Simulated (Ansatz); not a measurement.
The same group exchange along the group O, S, Se.

Isolated molecules relaxed with PBE0-D4/def2-TZVP in Ansatz; ΔE leaves out vibrations. CCSD(T)/CBS is the MP2 limit (def2-TZVPP, def2-QZVPP) plus CCSD(T) − MP2 in def2-TZVPP, frozen cores. This one scheme is used for every species. For Se outer-core shells are correlated without core-valence functions, which leaves a few kJ/mol of doubt a bond. Scalar relativity is left out up to krypton. One conformer a species, not always the lowest.

Question: Order these by ΔE at CCSD(T)/CBS, lowest first. (Best estimate.)
A. `C[Se]C` + `ClBCl` → `C[Se]B(Cl)Cl` + CH₄
B. `CSC` + `ClBCl` → `CSB(Cl)Cl` + CH₄
C. `COC` + `ClBCl` → `COB(Cl)Cl` + CH₄

Answer: C (-222.4 kJ/mol), B (-129.9 kJ/mol), A (-121.2 kJ/mol).

Largest T1 diagnostic: 0.012, for `CSB(Cl)Cl`.
